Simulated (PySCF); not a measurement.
This PySCF input asks for the NMR shieldings of SMILES N#CC[Si@@H]1NC[C@H](CF)N1, C₅H₁₀FN₃Si; the geometry comes from GFN2-xTB.

```python
import basis_set_exchange as bse
import numpy as np
from pyscf import gto, dft
from pyscf.prop import nmr

atoms = """
N     3.502940    2.408398   -0.097922
C     2.981693    1.450779   -0.447260
C     2.305063    0.263651   -0.847013
Si    1.146172   -0.288146    0.570080
N     0.111518   -1.531251   -0.015324
C    -1.202738   -1.381053    0.574090
C    -1.455203    0.127054    0.665949
C    -2.013446    0.660235   -0.659076
F    -3.289752    0.197028   -0.861557
N    -0.178414    0.724311    0.965346
H     1.756309    0.463286   -1.767676
H     3.044831   -0.509590   -1.047633
H     1.930081   -0.537861    1.787002
H     0.392918   -2.491455   -0.119584
H    -1.960986   -1.860901   -0.049748
H    -1.249397   -1.818871    1.578508
H    -2.182312    0.343709    1.458681
H    -2.068526    1.753922   -0.656187
H    -1.401843    0.312637   -1.496831
H    -0.174057    1.724794    1.052821
"""
names = dict.fromkeys(["N", "C", "Si", "F", "H"], "pcSseg-1")
basis = {el: gto.basis.parse(bse.get_basis(n, elements=[el], fmt="nwchem")) for el, n in names.items()}
mol = gto.M(atom=atoms, basis=basis, charge=0, verbose=0)
mf = dft.RKS(mol, xc="PBE0")
mf.grids.level = 2
mf.grids.alignment = dft.numint.BLKSIZE   # the property module wants whole blocks of grid points
mf.conv_tol = 1e-9
mf.kernel()

calc = nmr.RKS(mf)   # GIAO
C = mf.mo_coeff
Co = C[:, mf.mo_occ > 0]
resp = mf.gen_response(singlet=True, hermi=2)
def vind(x):   # induced exchange potential for any number of trial vectors
    d = np.einsum("pi,xij,qj->xpq", C, 2 * x.reshape(-1, C.shape[1], Co.shape[1]), Co, optimize=True)
    return np.einsum("xpq,pi,qj->xij", resp(d - d.transpose(0, 2, 1)), C, Co, optimize=True).ravel()
mo1, _ = nmr.rhf.solve_mo1(calc, with_cphf=vind)
sigma = calc.kernel(mo1)
for i, s in enumerate(sigma):   # ppm
    print("%2d %-2s %9.2f" % (i, mol.atom_pure_symbol(i), np.trace(s) / 3))
```

Problem. Give the expected output.

Solution. 
```
 0 N     -28.38
 1 C      65.67
 2 C     180.75
 3 Si    365.32
 4 N     240.36
 5 C     139.33
 6 C     130.23
 7 C      99.97
 8 F     415.43
 9 N     237.05
10 H      30.31
11 H      30.18
12 H      26.27
13 H      31.52
14 H      28.14
15 H      28.25
16 H      28.10
17 H      27.42
18 H      27.18
19 H      31.13
```

These numbers come from an equivalent density-fitted implementation of the same equations, which agrees with the script to about 0.01 ppm for H and up to a few tenths of a ppm for heavy atoms, so last digits may differ.

Problem. Turn these shieldings into chemical shifts. Shifts are taken against calculated references (same method and geometry level): $^{15}$N (σ = 267.73 ppm) against NH3; $^{13}$C (σ = 186.93 ppm) and $^{29}$Si (σ = 349.16 ppm) and $^{1}$H (σ = 31.72 ppm) vs TMS; $^{19}$F (σ = 170.95 ppm) vs CFCl3.

Solution. Averaging equivalent atoms: N 0: 296.1; N 9: 30.7; N 4: 27.4; C 1: 121.3; C 7: 87.0; C 6: 56.7; C 5: 47.6; C 2: 6.2; Si 3: -16.2; F 8: -244.5; H 12: 5.45; H 18: 4.53; H 17: 4.29; H 16: 3.62; H 14: 3.58; H 15: 3.47; H 11: 1.54; H 10: 1.41; H 19: 0.59; H 13: 0.20 ppm. Unscaled 19F shifts against computed CFCl3 carry errors that often reach 10 to 50 ppm. Experimental scales use liquid or dissolved standards, which lie at an offset from isolated NH3 (liquid NH3: subtract about 20 ppm). Unscaled 15N shifts of sp2 nitrogen come out 20 to 40 ppm too high even then.

Size and cost of the density-fitted run: 227 basis functions, 95 s wall time on 1 thread of an Arm Neoverse N1, shared host; peak memory 1.1 GiB.
